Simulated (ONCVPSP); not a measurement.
Before and after: ONCV potential for Ta

```json
{
  "Element": "tantalum (Ta)",
  "Generator": "ONCVPSP 4.0.1",
  "Type": "optimised norm-conserving Vanderbilt (ONCV)",
  "Functional": "PBE",
  "Relativity": "fully relativistic",
  "Frozen core": "[Xe] 4f14",
  "Valence charge": "5",
  "Reference configuration": "5d3 6s1.75 6p0.25",
  "Partial waves": "6s: rc 2.75 bohr, ncon 4, nbas 8, qcut 2.4 1/bohr, 3 projectors, debl 0.4 Ha; 6p: rc 3.60 bohr, ncon 3, nbas 6, qcut 2.1 1/bohr, 2 projectors, debl 2.1 Ha; 5d: rc 2.25 bohr, ncon 5, nbas 10, qcut 6.8 1/bohr, 3 projectors, debl 0.8 Ha",
  "Local potential": "polynomial inside 2.15 bohr (lpopt 4, dvloc0 4 Ha)",
  "Core correction": "Teter function, parameters optimised by the program"
}
```

Open shells are filled in proportion to 2j + 1.

All-electron outer shells of the reference configuration (PBE, scalar-relativistic, ld1.x):

```csv
shell,level (eV),outermost node (bohr),outermost maximum (bohr)
5p,-39.80,0.58,1.13
4f,-25.10,–,0.44
6s,-5.70,1.32,2.74
5d,-3.93,0.65,1.58
6p,-1.59,1.59,3.85
```

Change: local potential polynomial inside 1.75 bohr (lpopt 5, dvloc0 0 Ha).

Cutoffs: the cutoffs (Ha) at which the residual kinetic energy of the hardest occupied pseudo-wave falls to 1 and 0.1 mHa per electron; they do not see the model core or the augmentation charge, which bear on the density cutoff. Errors are all-electron minus pseudo energies relative to the spin-unpolarised reference configuration.

Task: What does the change do?

Result: The potential gets neither clearly harder nor softer (14 Ha and 17 Ha → 14 Ha and 17 Ha); both files keep a bound ghost (s); the lowest positive-energy flag moves from none to p3/2 at 38.5 eV; the errors of the 4 common tests hardly move.

| quantity | base | changed |
| --- | --- | --- |
| cutoff, loose | 14 Ha | 14 Ha |
| cutoff, tight | 17 Ha | 17 Ha |
| bound ghosts | s | s |
| GHOST(+) flags under 300 eV | none | p3/2 at 38.5 eV, p1/2 at 44.1 eV, s at 181.4 eV |
| error for 5d3 6s2 6p0, meV [ΔE -1.01 eV] | -1.0 | -1.0 |
| error for 5d3 6s1 6p0, meV [ΔE 7.46 eV] | -64 | -64 |
| error for 5d3 6s0 6p0, meV [ΔE 22.43 eV] | -386 | -386 |
| error for 5d3.5 6s1.5 6p0, meV [ΔE -0.03 eV] | -12 | -12 |
| s: phases at 2.78 bohr within 0.05 rad from the reference energy up to (Ha; the scan ends near 5) | to the end of the scan | n/a |
| p3/2: phases at 3.64 bohr within 0.05 rad from the reference energy up to (Ha; the scan ends near 5) | n/a | n/a |
| p1/2: phases at 3.64 bohr within 0.05 rad from the reference energy up to (Ha; the scan ends near 5) | 1.1 | 0.9 |
| d5/2: phases at 2.29 bohr within 0.05 rad from the reference energy up to (Ha; the scan ends near 5) | to the end of the scan | to the end of the scan |
| d3/2: phases at 2.29 bohr within 0.05 rad from the reference energy up to (Ha; the scan ends near 5) | to the end of the scan | to the end of the scan |
| rms error of d²Exc/dni dnj with the model core, mHa | 1.06 | 1.06 |

 A true bound ghost makes a file unfit for plane-wave use even where its test errors are small: the radial tests pick states by their node count and pass the ghost by.
